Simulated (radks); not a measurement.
All-electron atom: the iron ion Fe5+ in [Ar] 3d3. Calculated with a radial shooting solver on a logarithmic mesh with Libxc functionals: scalar-relativistic Kohn-Sham, r2SCAN, spin-polarised, spherical densities, finite nucleus; open shells are filled with parallel spins first; meta-GGA in the generalised Kohn-Sham scheme; Fermi nuclear charge, rms radius 3.7377 fm.

Unscreened Slater integrals over Kohn-Sham orbitals (cm^-1). They are taken over the spin-up orbitals.

\begin{tabular}{lr}
integral & value \\ \hline
F0(3d,3d) & 232910 \\
F2(3d,3d) & 113000 \\
F4(3d,3d) & 71420 \\
F0(3d,3p) & 237550 \\
F2(3d,3p) & 115870 \\
G1(3d,3p) & 141460 \\
G3(3d,3p) & 87765 \\
F0(3d,3s) & 241440 \\
G2(3d,3s) & 109170 \\
F0(3d,2p) & 313490 \\
F2(3d,2p) & 65457 \\
G1(3d,2p) & 49936 \\
G3(3d,2p) & 28364 \\
F0(3p,3p) & 244320 \\
F2(3p,3p) & 123520 \\
F0(3p,3s) & 248180 \\
G1(3p,3s) & 165270 \\
F0(3p,2p) & 329750 \\
F2(3p,2p) & 67669 \\
G0(3p,2p) & 26614 \\
G2(3p,2p) & 27914 \\
F0(3s,3s) & 252430 \\
F0(3s,2p) & 334530 \\
G1(3s,2p) & 28306 \\
F0(2p,2p) & 851060 \\
F2(2p,2p) & 400770 \\
\end{tabular}

Derived for the open shells (J is the average intra-shell exchange parameter used in DFT+U). 3d: Racah B = F2/49 - 5 F4/441 = 1496 cm^-1, C = 35 F4/441 = 5668 cm^-1, C/B = 3.79, F4/F2 = 0.632, J = (F2 + F4)/14 = 13170 cm^-1.
